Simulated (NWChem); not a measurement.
A series in which one site is exchanged, each optimised at B3LYP/6-31G* with NWChem, gas phase unless a solvent is named. Pople sets run with spherical d functions. This build's default masses of Se (78.918 u) and Br (79.917 u) are each other's, which moves their modes by up to 0.6 %.

A: [Ca]([Br])[Br] (CaBr2; site = Ca)
B: [Br][Be][Br] (BeBr2; site = Be)
C: [Br][Mg][Br] (MgBr$_{2}$; site = Mg)
D: Br[Se]Br (SeBr₂; site = Se)

```json
[
 {"quantity": "dipole (D), B3LYP/6-31G*", "A": "0.00", "B": "0.00", "C": "0.00", "D": "0.79"},
 {"quantity": "orbital gap (eV), B3LYP/6-31G*", "A": "4.88", "B": "7.93", "C": "?", "D": "3.14"},
 {"quantity": "highest harmonic frequency (cm⁻¹), B3LYP/6-31G*", "A": "360", "B": "1003", "C": "?", "D": "291"},
 {"quantity": "static polarisability, PBE/def2-SVPD (bohr³)", "A": "83.3", "B": "60.2", "C": "?", "D": "78.6"},
 {"quantity": "lowest singlet excitation, PBE/def2-SVPD, TDA (eV)", "A": "3.52", "B": "6.11", "C": "?", "D": "1.91"}
]
```

Problem. Some entries are withheld; supply them.

Solution. 
- orbital gap (eV), B3LYP/6-31G*, C: 5.94
- highest harmonic frequency (cm⁻¹), B3LYP/6-31G*, C: 521
- static polarisability, PBE/def2-SVPD (bohr³), C: 71.3
- lowest singlet excitation, PBE/def2-SVPD, TDA (eV), C: 4.64
